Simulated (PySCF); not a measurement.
# Hartree-Fock beside MP2: AlB2H3N cation

All numbers below are calculated, not measured. They come from PySCF 2.14.0, an open-source quantum chemistry program, on an isolated molecule that a program drew, which may never have been made. The molecule is AlB2H3N cation (charge +1, singlet), drawn as the SMILES string `B=N[B+][AlH2]`.

The geometry was optimised and harmonic frequencies were computed with HF and MP2, all in the cc-pV(D+d)Z basis, for the commonest isotopes, with a restricted reference for singlets and an unrestricted one otherwise, and a frozen core in MP2. Each result is a local minimum of its method.

Geometry at the HF minimum:
```xyz
7
AlB2H3N cation, angstrom
B    -2.2654    0.8421   -2.5528
N    -1.5379   -0.0662   -2.0232
B    -0.7972   -0.9928   -1.4832
Al    0.4630   -2.5695   -0.5644
H    -2.9301    1.6720   -3.0366
H    -0.2115   -3.2315    0.6717
H     1.8188   -2.7601   -1.3038
```

Lengths of the bonds as drawn, in Å (atoms numbered as above):
```
bond,HF,MP2
B1-N2,1.279,1.299
N2-B3,1.303,1.322
B3-Al4,2.218,2.212
B1-H5,1.168,1.178
Al4-H6,1.556,1.558
Al4-H7,1.556,1.558
```

Rotational constants, in GHz:
| constant | HF | MP2 |
|---|---|---|
| A | 121.6 | 120.6 |
| B | 1.969 | 1.948 |
| C | 1.938 | 1.917 |

Harmonic frequencies in cm^-1, each column in rising order, so a row needn't be the same motion in every method:
```
rank,HF,MP2
1,104,95
2,111,102
3,263,242
4,298,275
5,363,355
6,536,?
7,612,592
8,773,743
9,832,762
10,833,764
11,1366,1283
12,2031,1957
13,2085,2050
14,2115,2088
15,3020,2931
```

**Estimate the missing MP2 frequency from the HF column.**

A single factor s that minimises the squared misfit of MP2 against s times HF over the other rows is sum(HF x MP2) / sum(HF^2) = 0.9688, with an rms misfit of 25 cm^-1. For rank 6 it gives 0.9688 x 536 = 519 cm^-1. The calculation gives 511 cm^-1, 8 cm^-1 below the estimate. The drawn bonds are on average 0.6 % longer in MP2 than in HF.
